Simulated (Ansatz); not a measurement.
Calculated with Ansatz (gas phase, PBE0-D4/def2-TZVP geometries, no zero-point term in ΔE). CBS: MP2 limit from def2 TZ/QZ plus the TZ coupled-cluster correction, frozen cores. DFT in def2-TZVPP. B3LYP here is the variant with VWN-RPA as its local correlation; programs differ in this. def2 core potentials past Kr. For I outer-core shells are correlated without core-valence functions, which leaves a few kJ/mol of doubt a bond. Each species was taken in one conformer, which may not be the lowest.

Reaction (formal exchange of groups at the Al–O bond): `[CH3][AlH][O][SiH](F)F` + `C=CI` → `[CH3][AlH]/[CH]=C/I` + `O[SiH](F)F`

(1) Is it downhill or uphill in electronic energy at CCSD(T)/CBS, and by how much? (Estimate.)

(2) What do these levels give: PBE-D4, PBE0-D4, B3LYP-D4, ωB97X-V, B2PLYP, PBE, r2SCAN, MP2/def2-TZVPP, CCSD/def2-TZVPP, HF/def2-QZVPP, SCS-MP2/def2-QZVPP, MP2/CBS(def2)? (Best estimate.)

Largest T1 diagnostic among the species: 0.012.

Answers

(1) The calculation gave: Uphill: ΔE = +151.3 kJ/mol.

(2) The calculation gave: PBE-D4 135.6, PBE0-D4 142.1, B3LYP-D4 152.4, ωB97X-V 152.2, B2PLYP 153.1, PBE 136.1, r2SCAN 147.4, MP2/def2-TZVPP 148.9, CCSD/def2-TZVPP 155.5, HF/def2-QZVPP 171.4, SCS-MP2/def2-QZVPP 154.9, MP2/CBS(def2) 149.2 kJ/mol.

In def2-TZVPP, CCSD(T) changes the Hartree–Fock value by −18.2 kJ/mol (the triples alone add −4.4 kJ/mol) and MP2 by −20.3 kJ/mol. From PBE to PBE0 (25 % exact exchange), in def2-TZVPP and without D4, ΔE moves by +6.4 kJ/mol.
